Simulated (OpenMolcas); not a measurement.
# Ag3+ in a point-charge field

Ag3+ among 8 point charges of -1.2 e arranged as a cube (Oh), 2.26 Å from the ion.

| Quantity | Value |
| --- | --- |
| Program | OpenMolcas 26.06 |
| Method | CASSCF |
| Basis | ANO-RCC-VTZP [7s6p4d2f1g] |
| Scalar Hamiltonian | DKH2, point nucleus |
| Active space | 8 electrons in 5 orbitals (4d) |
| State averaging | 2S+1 = 3 even, 10 roots; 2S+1 = 1 even, 15 roots |
| Spin-orbit coupling | state interaction with AMFI integrals over the reference wave functions |

The lowest spin-free states (labels of O, the rotations of Oh), above the lowest:

| State | Degeneracy | E (cm-1) | Free-ion L (%) |
| --- | --- | --- | --- |
| 3T1 | 3 | 0.0 | F (100) |
| 3T2 | 3 | 1468 | F (100) |
| 3A2 | 1 | 3285 | F (100) |
| 1T2 | 3 | 14316 | D (99) |
| 1E | 2 | 15073 | D (95) |
| 3T1 | 3 | 16882 | P (100) |
| 1T2 | 3 | 21600 | G (99) |
| 1T1 | 3 | 22517 | G (100) |
| 1E | 2 | 22666 | G (95) |
| 1A1 | 1 | 22782 | G (100) |
| 1A1 | 1 | 53854 | S (100) |

The lowest levels with spin-orbit coupling:

```json
{"E (cm-1)": "0.0", "Degeneracy": "1", "Label": "A1", "2S+1": "3"}
{"E (cm-1)": "433.7", "Degeneracy": "3", "Label": "T1", "2S+1": "3"}
{"E (cm-1)": "850.8", "Degeneracy": "2", "Label": "E", "2S+1": "3"}
{"E (cm-1)": "1780", "Degeneracy": "3", "Label": "T2", "2S+1": "3"}
{"E (cm-1)": "4865", "Degeneracy": "3", "Label": "T2", "2S+1": "3"}
{"E (cm-1)": "4977", "Degeneracy": "3", "Label": "T1", "2S+1": "3"}
{"E (cm-1)": "5421", "Degeneracy": "1", "Label": "A2", "2S+1": "3"}
{"E (cm-1)": "6690", "Degeneracy": "2", "Label": "E", "2S+1": "3"}
{"E (cm-1)": "7857", "Degeneracy": "3", "Label": "T2", "2S+1": "3"}
{"E (cm-1)": "16056", "Degeneracy": "3", "Label": "T2", "2S+1": "3 (50 %)"}
{"E (cm-1)": "16091", "Degeneracy": "2", "Label": "E", "2S+1": "3 (53 %)"}
{"E (cm-1)": "20828", "Degeneracy": "3", "Label": "T1", "2S+1": "3"}
{"E (cm-1)": "21147", "Degeneracy": "3", "Label": "T2", "2S+1": "3 (59 %)"}
{"E (cm-1)": "21162", "Degeneracy": "1", "Label": "A1", "2S+1": "3"}
{"E (cm-1)": "21542", "Degeneracy": "2", "Label": "E", "2S+1": "3 (52 %)"}
{"E (cm-1)": "24786", "Degeneracy": "3", "Label": "T2", "2S+1": "1"}
{"E (cm-1)": "25661", "Degeneracy": "3", "Label": "T1", "2S+1": "1"}
{"E (cm-1)": "25901", "Degeneracy": "2", "Label": "E", "2S+1": "1"}
{"E (cm-1)": "25928", "Degeneracy": "1", "Label": "A1", "2S+1": "1"}
{"E (cm-1)": "57461", "Degeneracy": "1", "Label": "A1", "2S+1": "1"}
```

Powder χT (cm3 K/mol): 0.0256 at 2 K, 0.128 at 10 K, 0.639 at 50 K, 1.27 at 100 K, 2.31 at 200 K, 2.88 at 300 K. The effective moment at 300 K is 2.828 √(χT) = 4.80 μB.

The lowest level has 2S+1 = 3, for which the spin-only value is χT = S(S+1) / 2 = 1.000 cm3 K/mol (g = 2). The computed 2.884 at 300 K differs by +1.884, through orbital momentum, spin-orbit coupling and any other state in reach. With a threefold ground state the orbital momentum is unquenched, so the spin-only value is not expected to hold.

A least-squares ligand-field fit to the states below 45000 cm-1, each weighted by its degeneracy and with a free common offset, gives 10Dq = -1789 cm-1 (negative for this site), B = 1048 cm-1 and C = 4237 cm-1 (C/B = 4.04), with an rms deviation of 22 cm-1.

An orbital triplet at a regular site is open to Jahn-Teller coupling, which can distort the site and quench the lowest spin-orbit gaps and is left out. Without dynamic correlation the repulsion within the d shell is too large (B by tens of per cent), so at a given field states of lower spin stand too high. Real 4d8 and 5d8 ions are as a rule square planar and diamagnetic. The ground term spreads over less than 5000 cm-1, several times less than with real ligands, so orbital moments are less quenched and χT lies further from the spin-only value than at real sites. Point charges carry no covalency, so the field is a model and not that of real ligands. No measured value stands beside these numbers.
